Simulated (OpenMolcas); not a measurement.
A ladder of methods for C6H10O (cyclohexanone)

C6H10O has 17 atoms, charge 0, and is taken as a singlet. As SMILES, `O=C1CCCCC1`. The coordinates come from a PBE0-D4/def2-TZVP relaxation. This is one conformer, not always the lowest.

Each level gives the vertical energy of the triplet above the singlet (eV). The values are calculated.

| level | kind | program | value (eV) |
| --- | --- | --- | --- |
| HF/6-31G* (spherical functions) | Hartree–Fock | OpenMolcas | 3.12 |
| SVWN5/6-31G* (spherical functions) | LDA | OpenMolcas | 3.75 |
| revPBE/6-31G* (spherical functions) | GGA | OpenMolcas | 3.65 |
| M06-L/6-31G* (spherical functions) | meta-GGA | OpenMolcas | 3.77 |
| B3LYP/6-31G* (spherical functions) | global hybrid | OpenMolcas | 3.73 |
| BHLYP/6-31G* (spherical functions) | global hybrid | OpenMolcas | 3.67 |

The values span 3.12 to 3.77 eV.
